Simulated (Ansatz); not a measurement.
`[SiH3][Si@H]1O[C@@H]1Br` → `BrC1O[SiH2]1` + `[SiH2]` at 298.15 K and 1 bar (silylene loss).

Gas-phase electronic energies from Ansatz, PBE0-D4/def2-TZVP geometries. CCSD(T)/CBS adds triple-zeta CCSD(T) − MP2 to the extrapolated MP2 energy (def2 sets, frozen cores). This one scheme is used for every species. For Br outer-core shells are correlated without core-valence functions, which leaves a few kJ/mol of doubt a bond. Scalar relativity is left out up to krypton.

```tsv
species	CCSD(T)/CBS energy (Eh)	H − E (kJ/mol)	S (J/(mol·K))
`[SiH3][Si@H]1O[C@@H]1Br`	-3267.67848	165.7	373.4
`BrC1O[SiH2]1`	-2977.39659	113.9	308.5
`[SiH2]`	-290.19011	40.6	207.5
```

H − E and S are ideal-gas, rigid-rotor, harmonic terms from PBE0-D4/def2-TZVP, for one conformer and one mirror image of each species. 1 Eh = 2625.50 kJ/mol, R = 8.31446 J/(mol·K).

**Question.** By hand: ΔE, ΔH, ΔS and ΔG.

**Answer.** ΔE = (-2977.39659) + (-290.19011) − (-3267.67848) = 0.09178 Eh = 241.0 kJ/mol. Δ(H − E) = 113.9 + 40.6 − 165.7 = -11.2, so ΔH = 229.8 kJ/mol. ΔS = 308.5 + 207.5 − 373.4 = 142.6 J/(mol·K). ΔG = 229.8 − 298.15 × (142.6)/1000 = 187.3 kJ/mol.

**Question.** By hand: the equilibrium constant, and the temperature at which ΔG would vanish if ΔH and ΔS stayed fixed.

**Answer.** log₁₀ K = −ΔG/(RT ln 10) = -32.8. ΔG = 0 at ΔH/ΔS = 1612 K.

The number of gas molecules changes by +1, which sets the sign of ΔS. A doubt of 5 kJ/mol in ΔE shifts log₁₀ K by 0.9 here. Other conformers and mirror images would add mixing entropy, several J/(mol·K) or more a flexible species. These are equilibria of isolated gas molecules and say nothing of rates. Largest T1 diagnostic: 0.014 (customary marks: 0.02 for closed shells, 0.045 for open ones).
